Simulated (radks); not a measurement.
Nb2+, 39 electrons, occupied as [Kr] 4d1.5 5s1 5p0.5 (fractional occupations, a model configuration).

Method: Dirac Kohn-Sham, PBE, spin-unpolarised, spherical densities, point nucleus; open shells fill j = l - 1/2 first; computed with a radial shooting solver on a logarithmic mesh with Libxc functionals.

Energy parts (eV):
total: -103922.863
kinetic: 107581.370
electron-nucleus: -250053.791
Hartree: 41763.090
exchange-correlation: -3213.533

Orbitals (lengths in bohr, moments of r in powers of bohr; <r^-3> diverges for s and p1/2; r(90%) holds 90 % of the orbital's charge):
orbital,occ.,eigenvalue (eV),<r^-3>,r(90%),<r^2>,<r^4>,small-component weight
1s1/2,2,-18824.21,-,0.0646,0.001757,7.987e-06,2.23e-02
2s1/2,2,-2653.925,-,0.244,0.02938,0.001491,4.56e-03
2p1/2,2,-2437.471,-,0.220,0.02224,0.0009952,4.56e-03
2p3/2,4,-2341.701,2210,0.226,0.02362,0.001108,4.42e-03
3s1/2,2,-463.2732,-,0.655,0.2250,0.07870,1.20e-03
3p1/2,2,-381.8038,-,0.664,0.2242,0.08250,1.15e-03
3p3/2,4,-366.2844,362.7,0.679,0.2348,0.09034,1.11e-03
3d3/2,4,-222.5102,52.21,0.691,0.2239,0.09825,9.93e-04
3d5/2,6,-219.6199,49.89,0.696,0.2274,0.1012,9.82e-04
4s1/2,2,-82.0185,-,1.66,1.483,3.306,2.67e-04
4p1/2,2,-59.1619,-,1.85,1.789,5.007,2.25e-04
4p3/2,4,-56.9553,51.76,1.89,1.869,5.469,2.17e-04
4d3/2,1.5,-23.7780,4.293,2.69,3.524,22.24,1.24e-04
4d5/2,0,-23.5465,4.090,2.71,3.576,22.90,1.23e-04
5s1/2,1,-19.3832,-,4.18,9.510,131.5,5.17e-05
5p1/2,0.5,-14.4022,-,4.90,12.97,246.6,3.92e-05
5p3/2,0,-14.1035,7.050,4.99,13.42,263.6,3.81e-05

The highest occupied level is 5p1/2 at -14.402 eV. The configuration is held as typed, so some empty levels lie below it. Summed over all electrons, <r^2> = 39.60 bohr^2, which gives a Langevin (diamagnetic) susceptibility term of -31.4 x 10^-6 cm^3/mol.
